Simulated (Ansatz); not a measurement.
BH3Se (SMILES B[SeH]) moved off its minimum; all values from Ansatz (a first-principles code), cores frozen in correlated methods.
(charge 0, multiplicity 1)
```xyz
5

B      0.39902    -0.00950    -1.56926
H     -0.31902    -0.51952    -2.27623
H      1.48204     0.45405    -1.75846
Se    -0.09959    -0.01252     0.30645
H      1.04559     0.68464     0.88224
```

**Question.** Give the forces (eV/Å), the total energy and the dipole at CCSD(T)/aug-cc-pVTZ.

**Answer.** 
```tsv
atom	Fx	Fy	Fz
B1	1.441	0.719	2.025
H2	-0.958	-0.591	-1.145
H3	-0.237	-0.029	-0.460
Se4	-0.540	-0.223	-0.330
H5	0.294	0.124	-0.090
```
Energy -2426.6427 hartree, dipole 0.52 D.
